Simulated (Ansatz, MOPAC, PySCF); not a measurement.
Lewis adduct: BF3 (SMILES FB(F)F) (first 4 atoms) with H2O (SMILES O); geometry from B3LYP-D3(BJ)/def2-TZVP.
(charge 0, multiplicity 1):
```xyz
7

F      1.05792    -0.78438     0.30187
B      0.02947     0.02507     0.57220
F      0.21096     1.34710     0.36965
F     -1.21323    -0.46047     0.36874
O      0.03741     0.01558     2.43720
H     -0.82619    -0.28527     2.75055
H      0.16460     0.91976     2.75461
```

Interaction energies are E(AB) − E(A) − E(B) at the monomers' geometry in the complex; basis-set methods are counterpoise corrected.

Frozen-core correlation. The state that PM7 reach isn't checked; PM7 holds dispersion and hydrogen-bond terms.

Programs: Ansatz (Gaussian orbitals); MOPAC for PM7 (differences of heats of formation); PySCF for the dispersion terms. Values without a source in brackets are computed.

One of these levels gives -19.64 kcal/mol for the interaction energy. Name it.
A) revPBE-D3(BJ)/def2-TZVPPD
B) MP2/aug-cc-pVDZ
C) PM7

C, PM7. The others give -14.39 (revPBE-D3(BJ)/def2-TZVPPD), -15.81 (MP2/aug-cc-pVDZ)

Ansatz is a first-principles code.
